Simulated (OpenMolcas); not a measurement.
**GeH3O2F: a line through the functionals**

GeH3O2F: 7 atoms, total charge 0, spin state singlet. As SMILES, `[OH][GeH]([OH])[F]`. The shape is that of a PBE0-D4/def2-TZVP optimisation. This is one conformer, not always the lowest.

The HOMO–LUMO gap y, in eV, basis def2-SVP; a is the functional's share of exact exchange. Programs: OpenMolcas 26.06.

```
functional     program     a  y (eV)
      TPSS  OpenMolcas     0    7.13
    r2SCAN  OpenMolcas     0    7.75
     B3LYP  OpenMolcas   0.2       ?
      PBE0  OpenMolcas  0.25    9.66
     BHLYP  OpenMolcas   0.5   12.26
```

Q: Fit y = c + s·a to the known rows and predict B3LYP.

A: 
1. Means of the 4 rows: a = 0.1875, y = 9.200.
2. Σ(Δa)² = 0.17188, Σ(Δa·Δy) = 1.645, so the slope is 1.645/0.17188 = 9.5706.
3. Intercept: 9.200 − (9.5706) × 0.1875 = 7.406. The largest residual of the fit is 0.34.
4. B3LYP: 7.406 + (9.5706) × 0.2 = 9.32 eV.

The run gave 8.95 eV, so the prediction is off by +0.37 eV, about the largest residual. Exact exchange lowers occupied levels and raises empty ones. The rows mix families of semi-local functionals, which the line can't see.
